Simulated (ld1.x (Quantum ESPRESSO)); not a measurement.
**What the settings do to the ultrasoft potential of Ge**

Base potential:

```
Element                 : Ge
Generator               : ld1.x (Quantum ESPRESSO) 7.5
Type                    : ultrasoft
Functional              : PBE
Relativity              : scalar-relativistic
Frozen core             : [Ar] 3d10
Valence charge          : 4
Reference configuration : 4s2 4p2
Partial waves           : 4s (bound): rcut 1.40, rcutus 1.95 bohr; 4s channel at 0.9 Ry: rcut 1.40, rcutus 1.95 bohr; 4p (bound): rcut 1.75, rcutus 2.20 bohr; 4p channel at 1 Ry: rcut 1.75, rcutus 2.20 bohr; 4d channel at 0.5 Ry: rcut 1.10, rcutus 1.55 bohr
Local potential         : all-electron potential smoothed inside 2.00 bohr (lloc = -1)
Core correction         : none
Augmentation charge     : built from norm-conserving waves at rcut, not smoothed further
```

All-electron outer shells of the reference configuration (PBE, scalar-relativistic, ld1.x):

```tsv
shell	level (eV)	outermost node (bohr)	outermost maximum (bohr)
3p	-115.62	0.23	0.54
3d	-29.31	–	0.50
4s	-11.73	0.77	1.75
4p	-3.90	0.82	2.22
```

Cutoffs, loose and tight: the cutoffs (Ry, on a coarse ladder) from which the occupation-weighted sum of valence levels, in a spherical-Bessel basis at the reference potential, stays within 10 and 1 mRy of its value at 400 Ry. They do not see the model core or the augmentation charge, which bear on the density cutoff. Test errors are all-electron minus pseudo excitation energies from the reference, over the configurations 4s2 4p1; 4s2 4p0; 4s1 4p0; 4s1 4p3; 4s2 4p1.5; 4s0 4p4; 4s1 4p2. A dash means not determined; rows that change the core or the reference have their own tests.

| change | outcome | cutoff, loose | cutoff, tight | bound ghosts | largest test error (meV) |
| --- | --- | --- | --- | --- | --- |
| base | generated | 8 Ry | 15 Ry | none | +71 |
| core correction a·sin(br)/r model core inside 0.64 bohr | generated | 8 Ry | 15 Ry | none | -277 |
| core correction a·sin(br)/r model core inside 0.82 bohr | generated | 8 Ry | 15 Ry | none | -277 |
| core correction a·sin(br)/r model core inside 1.02 bohr | generated | 8 Ry | 15 Ry | none | -277 |
| core correction a·sin(br)/r model core inside 1.16 bohr | generated | 8 Ry | 15 Ry | none | -274 |
| core correction a·sin(br)/r model core inside 1.32 bohr | generated | 8 Ry | 15 Ry | none | -266 |
| core correction a·sin(br)/r model core inside 1.52 bohr | generated | 8 Ry | 15 Ry | none | -260 |
| core correction a·sin(br)/r model core inside 1.70 bohr | generated | 8 Ry | 15 Ry | none | -268 |
| core correction a·sin(br)/r model core inside 1.86 bohr | generated | 8 Ry | 15 Ry | none | -266 |
